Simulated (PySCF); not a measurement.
Shapes and spin states of MoHF

Method: PBE0/[Mo def2-TZVP with ECP28, H def2-TZVP, F def2-TZVP], scalar-relativistic core potentials, density fitting, no spin–orbit coupling, PySCF.

Relaxations began from a few typed shapes and spin states; open shells are unrestricted. The search is not exhaustive: other isomers or separated fragments can lie lower, and high-lying points may rest on an excited occupation.

(1) Which is the lowest minimum found?
A. singlet (closed shell, unstable to spin polarisation) Cs: Mo–F 1.809 Å, Mo–H 1.682 Å; F–Mo–H 111.6°
B. broken-symmetry Ms = 1 (⟨S²⟩ 2.97) Cs: Mo–F 1.851 Å, Mo–H 1.699 Å; F–Mo–H 117.0°
C. broken-symmetry Ms = 1 (⟨S²⟩ 2.98) Cs: Mo–F 1.855 Å, Mo–H 1.699 Å; F–Mo–H 115.9°
D. broken-symmetry Ms = 1 (⟨S²⟩ 2.92) C∞v: Mo–F 1.894 Å, Mo–H 1.799 Å; F–Mo–H 180.0°
E. quintet Cs: Mo–F 1.868 Å, Mo–H 1.710 Å; F–Mo–H 117.2°
F. quintet C∞v: Mo–F 1.912 Å, Mo–H 1.796 Å; F–Mo–H 180.0°
G. broken-symmetry Ms = 0 (⟨S²⟩ 1.97) Cs: Mo–F 1.846 Å, Mo–H 1.695 Å; F–Mo–H 116.3°
H. broken-symmetry Ms = 0 (⟨S²⟩ 1.96) Cs: Mo–F 1.849 Å, Mo–H 1.694 Å; F–Mo–H 116.1°

## Answers

(1) E. The others lie at 84.4 (quintet C∞v, a saddle point), 95.3 (broken-symmetry Ms = 1 Cs), 95.6 (broken-symmetry Ms = 1 Cs), 127.6 (broken-symmetry Ms = 0 Cs), 128.4 (broken-symmetry Ms = 0 Cs), 177.3 (broken-symmetry Ms = 1 C∞v, a saddle point), 250.1 (singlet Cs) kJ/mol above it.

For the lowest minimum: with open d or f shells other occupations or spin states may lie lower.

The electron or spin density has lower symmetry than the nuclear frame for the quintet C∞v at 84.4 kJ/mol, broken-symmetry Ms = 1 (⟨S²⟩ 2.97) Cs at 95.3 kJ/mol, broken-symmetry Ms = 1 (⟨S²⟩ 2.98) Cs at 95.6 kJ/mol, broken-symmetry Ms = 0 (⟨S²⟩ 1.97) Cs at 128.4 kJ/mol, broken-symmetry Ms = 1 (⟨S²⟩ 2.92) C∞v at 177.3 kJ/mol.
